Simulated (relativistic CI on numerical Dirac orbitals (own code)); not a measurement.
**Crystal-field levels of Pd+, 4d9**

Calculated by Dirac-Coulomb-Breit CI, KLI orbitals optimised for each configuration, QED by a radiative potential, valence Slater integrals scaled by 0.8, one configuration in a parametric crystal field (own radial code).

Field parameters in Wybourne normalisation: Td as Oh with Dq negative (B⁴₀ = 21Dq, B⁴₄ = √(5/14) B⁴₀). The field is a parameter set, without covalency.

S is read from ⟨S²⟩ = S(S + 1).

Levels (cm⁻¹, degeneracy): 0 (2), 1752 (4), 12780 (4).

Which field gives this pattern?
A. Td, 10Dq = -10450 cm⁻¹
B. Td, 10Dq = -5500 cm⁻¹
C. Td, 10Dq = -6400 cm⁻¹
D. Td, 10Dq = -11200 cm⁻¹

D. Td, 10Dq = -11200 cm⁻¹, ground level with S = 0.50.
